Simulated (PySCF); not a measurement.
CH₅ClOSi, SMILES CO[SiH2]Cl. The structure is a stationary point at PBE-D3(BJ)/def2-SVP. Other conformers were not sampled.

**Question.** Give the equilibrium geometry at PBE-D3(BJ)/def2-SVP (PySCF confirms it by a frequency run) as a Z-matrix. (Estimate from the structure and the level; the computed values follow.)

**Answer.** One answer among several that fit: 
```
O
C 1 1.4189
H 2 1.1084 1 108.35
H 2 1.1127 3 108.43 1 -121.22
H 2 1.1144 3 108.21 4 -117.17
Si 1 1.6653 2 123.63 3 178.73
H 6 1.4920 1 105.97 2 179.77
H 6 1.5023 7 113.01 1 -122.21
Cl 6 2.0863 7 109.37 8 -118.52
```
